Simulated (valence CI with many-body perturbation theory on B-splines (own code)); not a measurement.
The numbers below are computed, except where a source is named.
**Cr XVIII: magnetic and hyperfine properties of the levels**

Method: valence CI with perturbative core correlation (CI+MBPT): five valence electrons over a frozen Dirac-Fock core [He], radial functions for each j: 11 s, 11 p, 10 d, 8 f, 5 g, 2 h, with the one-electron correlation potential Σ1, the two-electron term Σ2, the three-electron term Σ3, Breit, model QED; selected CI, second order for the rest, scaled by the run's own slope (own B-spline code, finite nucleus).

No measured levels were compared; by estimate levels of excited configurations hold to 0.05 to 0.15 % of their energy, terms of the ground configuration to about 0.5 %. Among the levels kept, up to 5400 cm⁻¹ of a level comes from second order outside the variational space, and about a tenth of that is noise between levels of different J, which matters for small intervals.

A/g_I is the dipole constant over the nuclear g factor μ/I (μ in nuclear magnetons, uniformly magnetised nucleus), B/Q the quadrupole constant per barn. Both hold the static response of the core; the bare values leave it out. Large factors of s and p1/2 electrons are usually good to 5 to 10 %; those of open d and f shells near neutrality can be off by tens of per cent, and small factors of p3/2, d and f electrons come from cancelling terms and can be off by a factor of two or in sign, in half-filled shells by more. B is blank for J = 1/2, where it vanishes, and for nearly pure S terms. Energies count from the lowest level.

Names give the largest LS component (configuration and term), which can be under half, so a name can repeat, a term be missing and a line seem to break the LS rules; names also repeat where a configuration has a term twice. Letters in brackets count levels of one name in rising energy.

```tsv
Level	E (× 10³ cm⁻¹)	g	A/g_I (MHz)	A/g_I bare	B/Q (MHz/b)	B/Q bare
2s²2p³ ⁴S°_3/2	0.00	1.948	2310	5810		
2s²2p³ ²D°_3/2	126.40	0.935	20200	20100	38200	38300
2s²2p³ ²D°_5/2	151.13	1.197	38800	39500	-351	-353
2s²2p³ ²P°_1/2	226.69	0.662	111000	109000		
2s²2p³ ²P°_3/2	265.02	1.244	22100	23100	-40800	-41000
2s2p⁴ ⁴P_5/2	667.56	1.590	87500	87500	36700	36800
2s2p⁴ ⁴P_3/2	714.62	1.725	75100	75600	-30400	-30600
2s2p⁴ ⁴P_1/2	732.29	2.647	177000	177000		
2s2p⁴ ²D_3/2	923.37	0.820	-25400	-23400	-51100	-51300
2s2p⁴ ²D_5/2	931.80	1.205	105000	103000	-74900	-75300
2s2p⁴ ²S_1/2	1062.9	1.749	264000	257000		
2s2p⁴ ²P_3/2	1104.2	1.314	-1550	1490	35500	35700
2s2p⁴ ²P_1/2	1171.2	0.934	150000	144000		
2p⁵ ²P°_3/2	1739.4	1.331	18300	20500	-37000	-37200
2p⁵ ²P°_1/2	1814.3	0.662	111000	108000		
2s²2p²3s ⁴P_1/2	5907.9	2.426	75100	75100		
2s²2p²3s ⁴P_3/2	5950.2	1.712	25300	26300	28600	28700
2s²2p²3s ²P_1/2	5978.8	0.916	-14400	-13000		
2s²2p²3s ⁴P_5/2	5983.0	1.545	45600	46500	-24800	-24900
2s²2p²3s ²P_3/2	6013.9	1.214	31000	32800	-16100	-16200
2s²2p²3p ⁴D°_1/2	6088.6	0.818	28900	28900		
2s²2p²3s ²D_5/2	6094.3	1.251	45000	44800	63600	63900
2s²2p²3s ²D_3/2	6100.8	0.933	16500	17500	34400	34600
2s²2p²3p ⁴D°_3/2	6119.8	1.304	6840	7500	13300	13400
2s²2p²3p ²S°_1/2	6126.7	1.297	-8680	-6560		
2s²2p²3p ⁴P°_3/2	6154.4	1.344	24600	25700	-14700	-14800
2s²2p²3p ⁴D°_5/2	6157.0	1.387	7140	8260	23300	23400
2s²2p²3p ⁴P°_1/2	6167.5	2.364	-24900	-21300		
2s²2p²3p ⁴P°_5/2	6176.3	1.396	27100	28300	-5550	-5560
2s²2p²3p ²D°_3/2 [a]	6185.6	1.108	29700	29700	-19400	-19500
2s²2p²3p ⁴D°_7/2	6188.9	1.394	21700	22800	-16400	-16500
2s²2p²3s ²S_1/2	6212.4	1.990	93800	91600		
2s²2p²3p ⁴S°_3/2	6214.8	1.853	25300	27400	3110	3120
2s²2p²3p ²D°_5/2 [a]	6233.7	1.270	25700	26600	-1630	-1640
2s²2p²3p ²P°_3/2 [a]	6234.2	1.355	17200	18700	11300	11300
2s²2p²3p ²P°_1/2 [a]	6249.1	0.815	54800	54400		
2s²2p²3p ²F°_5/2	6294.3	0.985	27600	27700	45500	45700
2s²2p²3p ²F°_7/2	6306.6	1.174	21500	21800	75800	76200
2s2p³3s ⁶S°_5/2	6308.2	1.986	89600	90200		
2s²2p²3p ²D°_3/2 [b]	6322.3	0.987	28500	28700	37900	38000
```

Take the isotope of mass number 53, with I = 3/2, μ = -0.47431 μN and Q = -0.15 b. What is the hyperfine structure of 2s2p⁴ ⁴P_5/2?

From the table A = -27700 MHz, B = -5500 MHz. Shifts from the centre of gravity in MHz: F = 1: 142000, F = 2: 90600, F = 3: 9950, F = 4: -105000.
